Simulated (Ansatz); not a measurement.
Species: sum formula H₅Si₂O₃, net charge -1, singlet state. It need not be the lowest isomer of its formula. Whether it binds its extra electron was not tested at this geometry. 
Structure (B3LYP-D3(BJ)/def2-TZVP (Ansatz, an electronic-structure program) minimum search):
SMILES: O[Si](O)(O)[SiH2-]
```xyz
10

O     -1.0964    -1.4567    -0.5987
Si    -0.3062    -0.1403     0.0839
O     -1.5267     1.0169     0.0779
O     -0.0942    -0.7037     1.6705
Si     1.6689     0.7035    -0.8917
H     -1.0073    -2.2259    -0.0300
H     -1.1311     1.8938     0.0686
H      0.7866    -0.4426     1.9585
H      2.5401     0.0363     0.1903
H      1.4721     2.0000    -0.0760
```
Charge -1, spin multiplicity 1.

Basis-set convergence of Hartree-Fock and CCSD correlation energies (hartree) with Ansatz. Correlated levels leave the core frozen unless marked. Spin-orbit coupling is left out. Non-relativistic. This anion needs diffuse functions, which these sets lack.

```csv
basis,functions,E(HF),"E(corr, CCSD)"
cc-pV(D+d)Z,113,-805.51251,-0.80987
cc-pV(T+d)Z,238,-805.63385,-1.01697
cc-pV(Q+d)Z,443,[?],[?]
```

**Question.** What belongs in the gaps?

**Answer.** 
- cc-pV(Q+d)Z, E(HF): -805.66354
- cc-pV(Q+d)Z, E(corr, CCSD): -1.08675
